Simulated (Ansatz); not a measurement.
GaH$_{2}$S$_{2}$, SMILES `[SH][Ga][SH]` radical. Charge 0, multiplicity 2. Correlated methods include outer-core shells of Ga, which these sets cover unevenly. Scalar relativity is left out up to krypton.

```json
{"atom": "S1", "x (Å)": "-1.340", "y (Å)": "0.321", "z (Å)": "-0.872"}
{"atom": "Ga2", "x (Å)": "-0.178", "y (Å)": "-0.270", "z (Å)": "0.941"}
{"atom": "S3", "x (Å)": "2.045", "y (Å)": "-0.320", "z (Å)": "0.741"}
{"atom": "H4", "x (Å)": "-2.531", "y (Å)": "0.204", "z (Å)": "-0.263"}
{"atom": "H5", "x (Å)": "2.003", "y (Å)": "0.066", "z (Å)": "-0.547"}
```

(1) Give the diagnostics of a CCSD(T)/def2-TZVPP run (frozen core, Ansatz 0.2.0). (Estimate.)

## Answers

(1) The calculation gave: T1 = 0.0152, largest single amplitude 0.042, largest double 0.024, (T) share of the correlation energy 4.6 %, 10 CCSD cycles. ⟨S²⟩ of the UHF reference is 0.758 against 0.75 for a pure state. T1 lies under the customary mark of 0.045 for open shells.
